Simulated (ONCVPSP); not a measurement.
**Building the ONCV potential for Al (LDA (Perdew-Wang 92), scalar-relativistic).**

```json
{
 "Element": "Al",
 "Generator": "ONCVPSP 4.0.1",
 "Type": "optimised norm-conserving Vanderbilt (ONCV)",
 "Functional": "LDA (Perdew-Wang 92)",
 "Relativity": "scalar-relativistic",
 "Frozen core": "[Ne]",
 "Valence charge": "3",
 "Reference configuration": "3s1.5 3p1.5",
 "Partial waves": "3s: rc 2.10 bohr, ncon 5, nbas 9, qcut 3.7 1/bohr, 2 projectors, debl 2.4 Ha; 3p: rc 1.95 bohr, ncon 4, nbas 8, qcut 4.9 1/bohr, 1 projector",
 "Local potential": "polynomial inside 1.45 bohr (lpopt 5, dvloc0 0 Ha)",
 "Core correction": "Teter function, fcfact 5, rcfact 1.45"
}
```

Poles of the logarithmic derivatives, all-electron (AE) and pseudo (PS). s: poles at 1.1 (AE) and 1.1, 4.4 (PS) Ha. p: poles at 1.9 (AE) and 1.5 (PS) Ha. Test radii: s 2.13, p 1.99 bohr.

- Cutoffs needed: 5.8 Ha and 12 Ha (the cutoffs (Ha) at which the residual kinetic energy of the hardest occupied pseudo-wave falls to 1 and 0.1 mHa per electron)
- Ghost test: no bound ghost flagged; GHOST(+) flagged for s at 118.4 eV
- Largest excitation error: -21 meV (all-electron minus pseudo) for 3s1 3p0, out of 4 test configurations
- rms error of d²Exc/dni dnj: 3.98 mHa without and 0.55 mHa with the model core
